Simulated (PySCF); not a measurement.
## How methods differ on the excitation energy of Ir

Ir [Xe] 4f14 5d7 6s2 (4F) → Ir [Xe] 4f14 5d8 6s1, s spin flipped, as a difference of total energies. All numbers are calculated (PySCF 2.14, the spin-free X2C one-electron Hamiltonian (Gaussian nucleus), in ANO-RCC-VTZP (8s7p5d3f1g, 84 functions)). Correlated levels: valence: [Xe] 4f14 frozen. The calculations carry no spin-orbit coupling.

| method | excitation energy (eV) |
| --- | --- |
| UHF | 1.010 |
| MP2 (valence) | 0.708 |
| SCS-MP2 (valence) | 0.564 |

Task: How much does correlation contribute at MP2 (valence)?

Result: 0.708 − (1.010) = -0.302 eV, measured against UHF.

The upper determinant mixes two multiplicities, so it lies between the two terms.
